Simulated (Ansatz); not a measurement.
Results of the Gaussian-basis code of Ansatz.

`C[S][Hf]([OH])([F])[Cl]`. The species carries charge 0 and has multiplicity 1. Hf takes the def2 core potential. Geometry: relaxed with PBE0-D4/def2-TZVP. It is one conformer, not always the lowest.

```xyz
10

C    -1.639    0.742   -0.529
S    -0.513   -0.252   -1.572
Hf    1.099   -0.969    0.095
O     1.574    0.559    1.116
F     0.245   -2.201    1.267
Cl    2.911   -1.963   -1.022
H    -2.208    0.103    0.146
H    -1.093    1.493    0.040
H    -2.332    1.246   -1.201
H     1.954    1.241    1.660
```

Q: What is the dipole moment at B3LYP/def2-TZVPP? (Estimate.)

A: The calculation gave: 3.52 D, with components (-0.26, 2.92, 1.95) D in this frame, pointing from negative to positive charge.

Q: And with PBE, r2SCAN, ωB97M-V? (Estimate.)

A: The calculation gave: PBE 3.51 D, r2SCAN 3.63 D, ωB97M-V 3.55 D.

Q: Give the Mulliken charges with B3LYP, PBE, ωB97M-V in def2-TZVPP. (An estimate is asked.)

A: The calculation gave: 
```csv
atom,B3LYP,PBE,ωB97M-V
C1,-0.28,-0.26,-0.35
S2,-0.25,-0.24,-0.22
Hf3,1.00,0.85,0.93
O4,-0.43,-0.37,-0.40
F5,-0.34,-0.29,-0.33
Cl6,-0.28,-0.25,-0.24
H7,0.13,0.13,0.15
H8,0.13,0.12,0.14
H9,0.13,0.12,0.14
H10,0.19,0.19,0.17
```

B3LYP here is the variant with VWN-RPA as its local correlation; programs differ in this.
